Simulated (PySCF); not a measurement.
A structure optimised at PBE-D3(BJ)/def2-SVP, used in a PySCF frequency run:

```
Si
H 1 1.5069
H 1 1.5070 2 108.70
Si 1 2.3534 2 110.79 3 122.34
H 4 1.5033 1 109.24 2 57.72
H 4 1.5038 5 109.25 1 -119.49
H 4 1.5056 5 108.99 6 -118.88
Si 1 2.3580 2 111.20 3 -122.03
F 8 1.6521 1 105.91 2 -110.59
H 8 1.5037 9 107.79 1 -121.76
H 8 1.5041 10 109.40 9 116.98
```

Write its SMILES and formula.

F[SiH2][SiH2][SiH3], FH7Si3

What are its rotational constants (standard atomic weights)?

4.4620, 1.8648, 1.3833 GHz
